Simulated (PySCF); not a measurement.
# How the method changes the constants of TlN

State: ³Σ⁻ (triplet), unpaired electrons π ↑↑. Set-up: basis Tl cc-pVDZ-PP with ECP60, N cc-pVDZ; scalar-relativistic core potentials; PySCF 2.14. De refers to Tl + N in their high-spin ground configurations, without counterpoise correction. The functionals are run spin-unrestricted. A positive dipole means Tl(−)N(+).

| Level | Re (Å) | ωe (cm⁻¹) | De (eV) | μ (D) |
| --- | --- | --- | --- | --- |
| ROHF | 2.304 | 435 | -0.351 | -3.24 |
| ROHF-MP2 | 2.312 | 419 | 0.75 | n/a |
| ROHF-SCS-MP2 | 2.323 | 409 | 0.78 | n/a |
| ROHF-CCSD | 2.343 | 382 | 0.77 | n/a |
| ROHF-CCSD(T) | 2.356 | 368 | 0.87 | n/a |
| PBE | 2.352 | 385 | 1.83 | -2.51 |
| r²SCAN | 2.333 | 394 | 1.45 | -2.64 |
| M06-L | 2.355 | 386 | 1.74 | -3.00 |
| PBE0 | 2.321 | 405 | 1.47 | -2.76 |
| r²SCAN0 | 2.315 | 405 | 1.19 | -2.80 |
| B97-3 | 2.344 | 388 | 1.49 | -2.94 |

Problem. Which functional lies closest to ROHF-CCSD(T) in De, which farthest, and by how much do they differ from it?

Solution. Closest is r²SCAN0 (-4.1 pm in Re, +10.1 % in ωe, +0.32 eV in De against ROHF-CCSD(T) in the same basis), farthest PBE (-0.4 pm in Re, +4.6 % in ωe, +0.96 eV in De). CCSD(T) converges more slowly with the basis than the functionals do and binds too weakly in this one, so the order can change at the basis-set limit.

Problem. What does the step from GGA to meta-GGA do here, going from PBE to r²SCAN?

Solution. r²SCAN less PBE: -1.9 pm in Re, +2.3 % in ωe, -0.38 eV in De. 

Problem. What does a quarter of exact exchange do here, going from r²SCAN to r²SCAN0?

Solution. r²SCAN0 less r²SCAN: -1.8 pm in Re, +2.8 % in ωe, -0.26 eV in De. Exact exchange removes part of the self-interaction that spreads semilocal densities, and in most molecules shortens and stiffens the bond and lowers De; so it does here.

Correlated steps freeze 5 core orbitals. Correlated levels converge slowly with the basis: in double zeta they bind strong bonds too weakly, by up to about 1 eV, and carry superposition errors of some tenths. Spin–orbit coupling is left out, which matters for elements this heavy, above all for dissociation energies. A negative De means that the minimum lies above the separated atoms at that level. The state was picked by a PBE0 search and need not be the measured ground state.
